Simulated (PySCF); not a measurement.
A structure optimised at PBE-D3(BJ)/def2-SVP, used in a PySCF frequency run:

```
N
H 1 1.0219
C 1 1.4602 2 115.14
H 3 1.1115 1 108.28 2 179.64
H 3 1.1180 4 106.07 1 -121.86
Si 1 1.7397 2 118.70 3 -169.30
N 6 1.7377 1 107.52 2 -143.82
H 7 1.0216 6 120.02 1 -149.75
H 7 1.0224 8 111.75 6 150.80
H 6 1.5116 7 119.03 8 93.91
H 6 1.5125 10 108.10 1 -124.89
Si 3 1.9092 4 107.03 5 -118.46
H 12 1.5082 3 108.49 4 -51.72
H 12 1.5109 13 108.37 3 -119.86
C 12 1.8930 13 109.35 14 -119.58
H 15 1.1085 12 111.11 13 58.30
H 15 1.1093 16 107.92 12 -122.09
H 15 1.1095 16 107.57 17 -116.66
```
Charge 0, spin multiplicity 1.

**Question.** Write its SMILES and formula.

**Answer.** C[SiH2]CN[SiH2]N, C2H12N2Si2

**Question.** What are its rotational constants (standard atomic weights)?

**Answer.** 4.4920, 0.95383, 0.88745 GHz
